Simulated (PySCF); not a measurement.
First SCF of a structure search on singlet TiSI2, at a hand-made T-shaped (ligand arrangement 2) geometry. PySCF input:

```python
from pyscf import gto, scf, dft
mol = gto.M(atom='''
Ti     0.000000     0.000000     0.000000
S      0.000000     0.000000     2.110000
I      2.688400     0.000000     0.093900
I     -2.688400     0.000000     0.093900''',
    basis={'Ti': 'def2-SVP', 'S': 'def2-SVP', 'I': 'def2-SVP'},
    ecp={'I': 'def2-SVP'},
    charge=0, spin=0)
mf = dft.RKS(mol, xc='B3LYP')
mf.grids.atom_grid = (50, 194)
aux = {'Ti': 'def2-universal-JKFIT', 'S': 'def2-universal-JKFIT', 'I': 'def2-universal-JKFIT'}
mf = mf.density_fit(auxbasis=aux)
mf.conv_tol = 1e-08
mf.diis_space = 10
mf.max_cycle = 60
mf.init_guess = 'huckel'
mf.verbose = 4
mf.kernel()
```

Excerpt of the output (cycles and frontier levels):

```
init E= -1841.64464567744
cycle= 1 E= -1814.61409333651  delta_E=   27  |g|= 7.51  |ddm|= 9.63
  HOMO = 0.0173180047449078  LUMO = 0.020601078021112  gap/eV = 0.08934
cycle= 2 E= -1780.18190836989  delta_E= 34.4  |g|= 6.57  |ddm|= 25.8
  HOMO = -0.476710911487489  LUMO = -0.451736729993734  gap/eV = 0.67958
cycle= 3 E= -1811.70807883863  delta_E= -31.5  |g|= 7.41  |ddm|= 26.3
  HOMO = -0.430201647065957  LUMO = -0.401460636648227  gap/eV = 0.78208
cycle= 4 E= -1813.99173379863  delta_E= -2.28  |g|= 7.41  |ddm|= 1.84
  HOMO = -0.433640443904204  LUMO = -0.403806172946712  gap/eV = 0.81183
cycle= 5 E= -1814.60357618185  delta_E= -0.612  |g|= 7.39  |ddm|= 0.502
  HOMO = -0.366821642425931  LUMO = -0.344036384793603  gap/eV = 0.62002
cycle= 6 E= -1817.05202088386  delta_E= -2.45  |g|= 7.59  |ddm|= 1.46
  HOMO = -0.350054702403054  LUMO = -0.328596484221371  gap/eV = 0.58391
cycle= 7 E= -1819.46112041507  delta_E= -2.41  |g|= 7.63  |ddm|= 1.05
... 25 lines left out ...
cycle= 20 E= -1843.14011863133  delta_E= -5.02e-06  |g|= 0.00229  |ddm|= 0.00634
  HOMO = -0.224919154685503  LUMO = -0.159670709522634  gap/eV = 1.77550
cycle= 21 E= -1843.1401207618  delta_E= -2.13e-06  |g|= 0.000539  |ddm|= 0.00486
  HOMO = -0.224918994878507  LUMO = -0.159683174215592  gap/eV = 1.77516
cycle= 22 E= -1843.1401208842  delta_E= -1.22e-07  |g|= 8.36e-05  |ddm|= 0.00124
  HOMO = -0.224922504143841  LUMO = -0.159686848826603  gap/eV = 1.77515
cycle= 23 E= -1843.14012088633  delta_E= -2.13e-09  |g|= 7.22e-05  |ddm|= 0.000161
  HOMO = -0.224921700146684  LUMO = -0.159656442870052  gap/eV = 1.77596
Extra cycle  E= -1843.14012081104  delta_E= 7.53e-08  |g|= 0.000541  |ddm|= 0.000444
converged SCF energy = -1843.14012081104
```

No lower solution of this spin was found from smeared starts or by a stability analysis within the restricted form, which does not test spin polarisation.

Stability towards spin polarisation was not tested.

The search for the lowest solution, 2 starts and the stability check together, took 91 s on 2 threads of a shared Intel Xeon @ 2.50GHz (Skylake/Cascade Lake) host, with 101 basis functions; the process peaked at 0.46 GiB. Launch command: `OMP_NUM_THREADS=2 python axn.py task.json out`.
